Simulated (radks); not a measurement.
Effect of the nuclear size on the magnesium ion Mg+, [Ne] 3s1. Method: Dirac Kohn-Sham, relativistic LDA (MacDonald-Vosko exchange, VWN5 correlation), spin-unpolarised, spherical densities, finite nucleus; Fermi nuclear charge, rms radius 3.057 fm; computed with a radial shooting solver on a logarithmic mesh with Libxc functionals. The rms radius is varied about that value; shifts are against it.

rms radius (fm) = 2.7391: total energy shift (eV) -0.000515; density at nucleus (e/bohr^3) 1147; 1s1/2 shift (meV) -0.214
rms radius (fm) = 2.8889: total energy shift (eV) -0.000279; density at nucleus (e/bohr^3) 1146; 1s1/2 shift (meV) -0.116
rms radius (fm) = 3.057: total energy shift (eV) 0; density at nucleus (e/bohr^3) 1146; 1s1/2 shift (meV) 0.000
rms radius (fm) = 3.3413: total energy shift (eV) 0.000508; density at nucleus (e/bohr^3) 1145; 1s1/2 shift (meV) 0.211
rms radius (fm) = 3.5003: total energy shift (eV) 0.000811; density at nucleus (e/bohr^3) 1144; 1s1/2 shift (meV) 0.337

Slopes of the eigenvalues against <r^2> in GHz/fm^2, as finite differences over the two radii next to the reference (eigenvalue slopes, not the field-shift constants of lines): 1s1/2 28.0.
